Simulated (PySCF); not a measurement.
Cl3In, SMILES [Cl][In+]([Cl])[Cl] (connectivity only; charge and spin as stated), charge +1, multiplicity 2.

The structure is a stationary point at B3LYP-D3(BJ)/def2-SVP. The def2 effective core potentials stand for the cores of In; spin–orbit coupling is left out.

These are TDA-M06-2X/def2-SVPD (PySCF 2.14.0) values and carry that method's errors.

Vertical excitations. 

Computed excitation energies, oscillator strengths and character:
| state | energy (eV) | λ (nm) | f | main pairs |
|---|---|---|---|---|
| root 1 | 0.87 | 1421 | 0.000 | β HOMO−2→LUMO 99 % |
| root 2 | 1.68 | 739 | 0.000 | β HOMO−5→LUMO 72 %, β HOMO→LUMO 27 % |
| root 3 | 1.70 | 729 | 0.000 | β HOMO−4→LUMO 90 % |
| root 4 | 2.42 | 512 | 0.066 | β HOMO−3→LUMO 80 % |
| root 5 | 3.50 | 354 | 0.000 | β HOMO−1→LUMO 91 % |
| root 6 | 3.53 | 351 | 0.000 | β HOMO→LUMO 73 %, β HOMO−5→LUMO 27 % |
| root 7 | 3.89 | 319 | 0.045 | α HOMO→LUMO 35 %, β HOMO−6→LUMO 43 %, β HOMO−7→LUMO 11 % |
| root 8 | 3.99 | 311 | 0.021 | α HOMO→LUMO 26 %, β HOMO→LUMO+1 45 %, β HOMO−6→LUMO 18 % |
| root 9 | 4.04 | 307 | 0.000 | α HOMO−1→LUMO 60 %, β HOMO−1→LUMO+1 36 % |
| root 10 | 4.47 | 278 | 0.006 | α HOMO−1→LUMO 37 %, β HOMO−1→LUMO+1 61 % |
Unrestricted roots are not spin-pure.
